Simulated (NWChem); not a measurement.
System: ZnHOCl; SMILES [OH][Zn][Cl]

Here is an NWChem input.

```
start job
memory heap 200 mb stack 900 mb global 1100 mb
geometry units angstroms noautosym nocenter noautoz
  Zn    -0.236532     0.323432     0.000000
  Cl     0.114318    -1.739586     0.000000
  O     -0.687817     2.013418     0.000000
  H      0.051853     2.638279     0.000000
end
basis spherical
  * library cc-pvtz
end
dft
  xc pbe0
  iterations 150
end
property
  efieldgrad
end
task dft property
```

Excerpt of the output:

```
             Northwest Computational Chemistry Package (NWChem) 7.3.0
             --------------------------------------------------------

                             Geometry "geometry" -> ""
                             -------------------------

 Output coordinates in angstroms (scale by  1.889725989 to convert to a.u.)

  No.       Tag          Charge          X              Y              Z
 ---- ---------------- ---------- -------------- -------------- --------------
    1 Zn                  30.0000    -0.23653200     0.32343200     0.00000000
    2 Cl                  17.0000     0.11431800    -1.73958600     0.00000000
    3 O                    8.0000    -0.68781700     2.01341800     0.00000000
    4 H                    1.0000     0.05185300     2.63827900     0.00000000

 Effective nuclear repulsion energy (a.u.)     233.5572842431

                              NWChem Property Module
                              ----------------------

  itol2e modified to match energy
  convergence criterion.

                                 NWChem DFT Module
                                 -----------------

 Summary of "ao basis" -> "ao basis" (spherical)
 ------------------------------------------------------------------------------
       Tag                 Description            Shells   Functions and Types
 ---------------- ------------------------------  ------  ---------------------
 Zn                         cc-pvtz                 20       68   7s6p4d2f1g
 Cl                         cc-pvtz                 12       34   5s4p2d1f
 O                          cc-pvtz                 10       30   4s3p2d1f
 H                          cc-pvtz                  6       14   3s2p1d

  itol2e modified to match energy
  convergence criterion.

            General Information
            -------------------
          SCF calculation type: DFT
          Wavefunction type:  closed shell.
          No. of atoms     :     4
          No. of electrons :    56
           Alpha electrons :    28
            Beta electrons :    28
          Charge           :     0
          Spin multiplicity:     1
          Use of symmetry is: off; symmetry adaption is: off
          Maximum number of iterations: 150
          AO basis - number of functions:   146
                     number of shells:    48
          Convergence on energy requested:  1.00D-07
          Convergence on density requested:  1.00D-05
          Convergence on gradient requested:  5.00D-04

              XC Information
              --------------
                         PBE0 Method XC Functional
                     Hartree-Fock (Exact) Exchange  0.250
          PerdewBurkeErnzerhof Exchange Functional  0.750
            Perdew 1991 LDA Correlation Functional  1.000 local
           PerdewBurkeErnz. Correlation Functional  1.000 non-local

             Grid Information
             ----------------
          Grid used for XC integration:  fine
          Radial quadrature: Mura-Knowles
          Angular quadrature: Lebedev.
          Tag              B.-S. Rad. Rad. Pts. Rad. Cut. Ang. Pts.
          ---              ---------- --------- --------- ---------
          Zn                  1.35      140          10.0       974
          Cl                  1.00      123          12.0       770
          O                   0.60       70          11.0       590
          H                   0.35       60          12.0       590
          Grid pruning is: on
          Number of quadrature shells:   393
          Spatial weights used:  Erf1

      Superposition of Atomic Density Guess
      -------------------------------------

 Sum of atomic energies:       -2312.61355709

      Non-variational initial energy
      ------------------------------

 Total energy =   -2313.027116
 1-e energy   =   -3688.735161
 2-e energy   =    1142.150761
 HOMO         =      -0.445634
 LUMO         =      -0.070622

   convergence    iter        energy       DeltaE   RMS-Dens  Diis-err
 ---------------- ----- ----------------- --------- --------- ---------
 d= 0,ls=0.0,diis     1  -2315.0106859997 -2.55D+03  8.63D-03  1.31D+00
 d= 0,ls=0.0,diis     2  -2314.8558433284  1.55D-01  5.72D-03  2.58D+00
 d= 0,ls=0.0,diis     3  -2315.0928658907 -2.37D-01  1.25D-03  1.98D-01
 d= 0,ls=0.0,diis     4  -2315.1073701732 -1.45D-02  5.24D-04  2.92D-02
 d= 0,ls=0.0,diis     5  -2315.1091483120 -1.78D-03  1.32D-04  2.03D-03
  Resetting Diis
 d= 0,ls=0.0,diis     6  -2315.1091834650 -3.52D-05  6.90D-05  4.69D-04
 d= 0,ls=0.0,diis     7  -2315.1092165013 -3.30D-05  2.56D-05  1.23D-05
 d= 0,ls=0.0,diis     8  -2315.1092152828  1.22D-06  1.48D-05  3.76D-05
 d= 0,ls=0.0,diis     9  -2315.1092174715 -2.19D-06  2.64D-06  6.25D-07
 d= 0,ls=0.0,diis    10  -2315.1092175064 -3.49D-08  7.47D-07  2.79D-08

         Total DFT energy =    -2315.109217506366
      One electron energy =    -3688.429283133524
           Coulomb energy =     1247.718248937342
    Exchange-Corr. energy =     -107.955467553284
 Nuclear repulsion energy =      233.557284243101

 Numeric. integr. density =       55.999999889007

                       DFT Final Molecular Orbital Analysis
                       ------------------------------------

[...]

          -----------------------
          Electric field gradient
          -----------------------

 1 a.u. = 0.324123 10**(16) esu/cm**3  ( or statvolts/cm**2 ) = 0.97174 10**(22) v/m**2

 ------------------------------------------------------------
   Atom      X         Y         Z
 ------------------------------------------------------------
    1 Zn  -0.44698   0.61120   0.00000
 ------------------------------------------------------------

 Electric field gradient in molecular frame (a.u.)
         XX             YY             ZZ             XY             XZ             YZ
 ------------------------------------------------------------------------------------------
       -1.206461       2.172326      -0.965865      -0.623178       0.000000       0.000000

 Principal components (a.u.) and orientation
 of principal axis w.r.t. absolute frame                      Asymmetry parameter eta
 --------------------------------------------------------------------------------------
        2.283600      -1.317735      -0.965865                       0.154086

       -0.175778       0.984430       0.000000
        0.984430       0.175778      -0.000000
        0.000000      -0.000000       1.000000

 ------------------------------------------------------------
   Atom      X         Y         Z
 ------------------------------------------------------------
    2 Cl   0.21603  -3.28734   0.00000
 ------------------------------------------------------------

 Electric field gradient in molecular frame (a.u.)
         XX             YY             ZZ             XY             XZ             YZ
 ------------------------------------------------------------------------------------------
        0.792559      -1.704869       0.912310       0.411333       0.000000      -0.000000

 Principal components (a.u.) and orientation
 of principal axis w.r.t. absolute frame                      Asymmetry parameter eta
 --------------------------------------------------------------------------------------
       -1.770872       0.912310       0.858562                       0.030351

       -0.158435      -0.000000       0.987369
        0.987369      -0.000000       0.158435
        0.000000       1.000000       0.000000

 ------------------------------------------------------------
   Atom      X         Y         Z
 ------------------------------------------------------------
    3 O   -1.29979   3.80481   0.00000
 ------------------------------------------------------------

 Electric field gradient in molecular frame (a.u.)
         XX             YY             ZZ             XY             XZ             YZ
 ------------------------------------------------------------------------------------------
       -0.341437      -0.875677       1.217114      -0.659410      -0.000000       0.000000

 Principal components (a.u.) and orientation
 of principal axis w.r.t. absolute frame                      Asymmetry parameter eta
 --------------------------------------------------------------------------------------
       -1.320016       1.217114       0.102903                       0.844089

        0.558814      -0.000000       0.829293
        0.829293       0.000000      -0.558814
       -0.000000       1.000000       0.000000

 ------------------------------------------------------------
   Atom      X         Y         Z
 ------------------------------------------------------------
    4 H    0.09799   4.98562   0.00000
 ------------------------------------------------------------

 Electric field gradient in molecular frame (a.u.)
         XX             YY             ZZ             XY             XZ             YZ
 ------------------------------------------------------------------------------------------
       -0.172398      -0.075343       0.247741      -0.342941      -0.000000       0.000000

 Principal components (a.u.) and orientation
 of principal axis w.r.t. absolute frame                      Asymmetry parameter eta
 --------------------------------------------------------------------------------------
       -0.470228       0.247741       0.222487                       0.053705

        0.755019      -0.000000      -0.655703
        0.655703       0.000000       0.755019
        0.000000       1.000000      -0.000000
```

Level: PBE0/cc-pVTZ. Geometry: optimised at B3LYP/6-31G* (spherical d). NWChem prints the field gradient with the sign opposite to the second derivative of the potential.
